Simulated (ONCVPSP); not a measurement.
# Varying the ONCV potential for titanium (Ti)

Base potential:

| Quantity | Value |
| --- | --- |
| Element | titanium |
| Generator | ONCVPSP 4.0.1 |
| Type | optimised norm-conserving Vanderbilt (ONCV) |
| Functional | PBE |
| Relativity | scalar-relativistic |
| Frozen core | [Ne] |
| Valence charge | 12 |
| Reference configuration | 3s2 3p6 3d2 4s2 |
| Partial waves | 3s+4s: rc 1.95 bohr, ncon 4, nbas 7, qcut 6 1/bohr, 2 projectors; 3p: rc 1.15 bohr, ncon 4, nbas 9, qcut 8 1/bohr, 1 projector; 3d: rc 2.50 bohr, ncon 4, nbas 8, qcut 6.3 1/bohr, 1 projector |
| Local potential | polynomial inside 0.85 bohr (lpopt 5, dvloc0 4 Ha) |
| Core correction | none |

All-electron outer shells of the reference configuration (PBE, scalar-relativistic, ld1.x):

```json
{"shell": "2p", "level (eV)": "-444.26", "outermost node (bohr)": "–", "outermost maximum (bohr)": "0.22"}
{"shell": "3s", "level (eV)": "-62.63", "outermost node (bohr)": "0.40", "outermost maximum (bohr)": "0.87"}
{"shell": "3p", "level (eV)": "-38.86", "outermost node (bohr)": "0.37", "outermost maximum (bohr)": "0.90"}
{"shell": "4s", "level (eV)": "-4.47", "outermost node (bohr)": "1.24", "outermost maximum (bohr)": "2.92"}
{"shell": "3d", "level (eV)": "-4.26", "outermost node (bohr)": "–", "outermost maximum (bohr)": "0.98"}
```

Cutoffs, loose and tight: the cutoffs (Ha) at which the residual kinetic energy of the hardest occupied pseudo-wave falls to 1 and 0.1 mHa per electron. They do not see the model core or the augmentation charge, which bear on the density cutoff. Test errors are all-electron minus pseudo excitation energies from the reference, over the configurations 3s2 3p6 3d2 4s1; 3s2 3p6 3d2 4s0; 3s2 3p6 3d1 4s0; 3s2 3p6 3d1 4s2. A dash means not determined; rows that change the core or the reference have their own tests.

```csv
change,outcome,"cutoff, loose","cutoff, tight",bound ghosts,GHOST(+) flags above zero,largest test error (meV)
base,generated,19 Ha,35 Ha,none,none,+231
"all radii scaled by about 0.86 (s 1.68, p 1.00, d 2.16 bohr); local potential polynomial inside 0.74 bohr (lpopt 5, dvloc0 4 Ha)",generated,29 Ha,168 Ha,none,s,+154
"all radii scaled by about 0.95 (s 1.86, p 1.10, d 2.38 bohr); local potential polynomial inside 0.82 bohr (lpopt 5, dvloc0 4 Ha)",generated,19 Ha,74 Ha,none,none,+203
"all radii scaled by about 1.25 (s 2.44, p 1.44, d 3.14 bohr); local potential polynomial inside 1.06 bohr (lpopt 5, dvloc0 4 Ha)",generated,20 Ha,24 Ha,none,none,+416
"all radii scaled by about 1.33 (s 2.58, p 1.52, d 3.32 bohr); local potential polynomial inside 1.12 bohr (lpopt 5, dvloc0 4 Ha)",generated,20 Ha,24 Ha,none,none,+482
```

What comes out with this change to the base: all radii scaled by about 1.18 (s 2.30, p 1.36, d 2.94 bohr); local potential polynomial inside 1.00 bohr (lpopt 5, dvloc0 4 Ha)?

outcome: generated; cutoff, loose: 20 Ha; cutoff, tight: 24 Ha; bound ghosts: none; GHOST(+) flags above zero: none; largest test error (meV): +354.

What comes out with this change to the base: all radii scaled by about 1.07 (s 2.08, p 1.22, d 2.68 bohr); local potential polynomial inside 0.90 bohr (lpopt 5, dvloc0 4 Ha)?

outcome: generated; cutoff, loose: 19 Ha; cutoff, tight: 23 Ha; bound ghosts: none; GHOST(+) flags above zero: none; largest test error (meV): +278.

What comes out with this change to the base: all radii scaled by about 0.77 (s 1.50, p 0.88, d 1.94 bohr); local potential polynomial inside 0.66 bohr (lpopt 5, dvloc0 4 Ha)?

outcome: generated; cutoff, loose: 36 Ha; cutoff, tight: 195 Ha; bound ghosts: none; GHOST(+) flags above zero: s; largest test error (meV): +111.

Reading the sweep of the scale of all radii (base = 1) (base included, trends over the rows without a ghost): The loose cutoff is not monotonic: lowest 19 Ha at 1, highest 36 Ha at 0.77. The median size of the test errors (rows with all tests solved) rises from 50.6 meV at 0.77 to 248.7 meV at 1.33. More of the atom is replaced by a form fitted at one configuration, so other configurations suffer as the radius grows.
